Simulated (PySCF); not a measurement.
Geometry:
| atom | x (Å) | y (Å) | z (Å) |
| --- | --- | --- | --- |
| Si1 | -0.005 | -0.001 | -0.094 |
| N2 | 0.000 | -0.027 | 1.657 |
| C3 | 0.008 | -0.042 | 2.849 |
| S4 | 0.019 | -0.062 | 4.429 |
| C5 | 1.780 | 0.008 | -0.651 |
| H6 | 1.840 | 0.027 | -1.751 |
| H7 | 2.308 | -0.891 | -0.296 |
| H8 | 2.312 | 0.891 | -0.264 |
| C9 | -0.900 | 1.556 | -0.616 |
| H10 | -0.934 | 1.634 | -1.714 |
| H11 | -0.388 | 2.450 | -0.227 |
| H12 | -1.934 | 1.562 | -0.239 |
| C13 | -0.896 | -1.543 | -0.664 |
| H14 | -1.931 | -1.561 | -0.289 |
| H15 | -0.386 | -2.448 | -0.301 |
| H16 | -0.928 | -1.587 | -1.764 |

Geometry: PBE0-D3(BJ)/def2-SVP; GIAO absolute shieldings from PySCF 2.14.0 with density-fitted response routines, gas phase, non-relativistic, averaged over equivalent atoms.

At B3LYP/pcSseg-1 (178 basis functions, 11 s wall time on 1 thread of an AMD EPYC 9R45 96-Core, shared host):
```tsv
atoms	σ (ppm)
Si1	341.9
N2	132.0
C3	29.9
C5/C9/C13	178.4
S4	719.7
H6/H7/H8/H10/H11/H12/H14/H15/H16	31.20
```

Task: What do these become at PBE0/pcSseg-1?

Result: 
```tsv
atoms	σ at PBE0/pcSseg-1	change
Si1	352.7	+10.8
N2	135.3	+3.3
C3	34.7	+4.8
C5/C9/C13	183.6	+5.2
S4	729.3	+9.6
H6/H7/H8/H10/H11/H12/H14/H15/H16	31.06	-0.14
```

The largest change is at Si1 (silicon bonded to 3 C, N). Cost: 178 basis functions, 16 s wall time on 1 thread of an AMD EPYC 9R45 96-Core, shared host.
